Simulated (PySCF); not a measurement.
Relaxation of quintet RuH₂

All numbers come from PySCF, UPBE0, basis Ru def2-TZVP with ECP28, H def2-TZVP (scalar-relativistic core potentials, no spin–orbit coupling, density fitting). A (50,194) grid was used.

A hand-made bent start, of C2v symmetry, held to at least that symmetry:

```xyz
3
charge 0 multiplicity 5, angstrom
Ru    0.0000    0.0000   -0.0175
H     1.2861    0.0000    0.8830
H    -1.2861    0.0000    0.8830
```

(1) What forces act on the atoms at the start (eV/Å)?

(2) What does it relax to?

(3) How much energy is released, and in how many steps?

## Answers

(1) 
```
atom     Fx    Fy     Fz
 Ru1   0.00  0.00  -0.96
  H2   1.80  0.00   0.48
  H3  -1.80  0.00   0.48
```

(2) It ends at C2v with Ru–H 1.687 Å (×2); H–Ru–H 140.7°. A frequency run shows a minimum. Other isomers or separated fragments may lie lower.

(3) 47.5 kJ/mol in 5 steps.

With open d or f shells other occupations or spin states may lie lower. At this level a triplet minimum of C2v symmetry lies 70 kJ/mol below this structure.

The relaxation took of the order of 11 core-seconds on a shared host.
